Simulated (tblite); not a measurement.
C3H3F2Se2 (doublet state).
SMILES with atom numbers: `[F:1][C@@H:2]1[CH:3][Se:4][Se:5][C@@H:6]1[F:7]` (hydrogens: H8 on C2; H9 on C3; H10 on C6)

Computed with GFN2-xTB (tblite), gas phase: L-BFGS steps from a force-field or distance-geometry start until the largest atomic force falls under 0.01 eV/Å.

The end geometry, which sets the zero of energy:
```
atom  x, y, z in Å
F1     -0.0584    0.6569    1.6191
C2      0.0272   -0.3307    0.6317
C3      1.3467   -0.3194   -0.0407
Se4     1.6775    1.1961   -1.0563
Se5    -0.5736    1.5967   -1.4311
C6     -1.0508   -0.0543   -0.4083
F7     -2.2718    0.1259    0.1424
H8     -0.1714   -1.2790    1.1462
H9      2.2039   -0.6981    0.4920
H10    -1.1204   -0.8896   -1.1175
```

Question: These geometries come from the run, each turned onto the end geometry. Order them by energy, lowest first.
A.
```
atom  x, y, z in Å
F1     -0.0535    0.6774    1.6101
C2      0.0267   -0.3290    0.6387
C3      1.3430   -0.3344   -0.0391
Se4     1.6656    1.1626   -1.0933
Se5    -0.5832    1.6270   -1.3814
C6     -1.0446   -0.0540   -0.4079
F7     -2.2769    0.0868    0.1278
H8     -0.1870   -1.2640    1.1715
H9      2.2059   -0.6998    0.4948
H10    -1.0871   -0.8681   -1.1438
```
B.
```
atom  x, y, z in Å
F1     -0.0759    0.6585    1.6283
C2      0.0247   -0.3283    0.6366
C3      1.3465   -0.3243   -0.0287
Se4     1.6613    1.0991   -1.1736
Se5    -0.5809    1.6549   -1.3280
C6     -1.0441   -0.0484   -0.4115
F7     -2.2823    0.0906    0.1130
H8     -0.1606   -1.2737    1.1621
H9      2.1981   -0.6649    0.5322
H10    -1.0778   -0.8590   -1.1528
```
C.
```
atom  x, y, z in Å
F1     -0.1465    0.7788    1.6440
C2      0.0279   -0.2422    0.7084
C3      1.3760   -0.1916    0.1041
Se4     1.6455    1.1412   -1.1387
Se5    -0.6139    1.6855   -1.3068
C6     -1.0057   -0.0602   -0.4049
F7     -2.2802   -0.0423    0.0414
H8     -0.1723   -1.1802    1.2390
H9      2.0791   -1.0016    0.2234
H10    -0.9009   -0.8828   -1.1324
```
D.
```
atom  x, y, z in Å
F1     -0.0653    1.0105    1.4496
C2      0.0415   -0.1842    0.7761
C3      1.4034   -0.2704    0.1560
Se4     1.7131    1.2890   -0.7243
Se5    -0.5905    1.6770   -1.2526
C6     -0.9220   -0.1443   -0.3997
F7     -2.2049   -0.3056   -0.0194
H8     -0.2344   -0.9538    1.5110
H9      1.5887   -1.1864   -0.3842
H10    -0.7209   -0.9271   -1.1349
```
E.
```
atom  x, y, z in Å
F1     -0.0870    0.8610    1.6176
C2      0.0189   -0.2120    0.7573
C3      1.3662   -0.2053    0.1198
Se4     1.6507    1.2096   -0.9914
Se5    -0.6420    1.6547   -1.3201
C6     -0.9826   -0.0737   -0.3784
F7     -2.2921   -0.1213   -0.0578
H8     -0.1549   -1.1191    1.3507
H9      1.8998   -1.1285   -0.0160
H10    -0.7683   -0.8609   -1.1042
```

Answer: A (0.002 eV), B (0.010 eV), C (0.086 eV), E (0.152 eV), D (0.392 eV).

In the order of the answer:

```tsv
step	E above end (eV)	largest force (eV/Å)	rms force component (eV/Å)	rms distance from end (Å)	rms bond change (Å)	bond most changed (Å)
48	0.002	0.05	0.021	0.035	0.002	C3–Se4 +0.005
34	0.010	0.14	0.052	0.069	0.004	Se5–C6 -0.011
19	0.086	0.29	0.092	0.200	0.007	Se4–Se5 +0.013
13	0.152	0.36	0.149	0.312	0.018	Se4–Se5 +0.042
4	0.392	0.62	0.226	0.493	0.031	Se4–Se5 +0.078
```

The cost below is that of the whole relaxation. Time: 0.37 s wall. Hardware: one thread, Arm Neoverse V1 (aarch64), shared host with 32 logical CPUs at a one-minute load of 30.
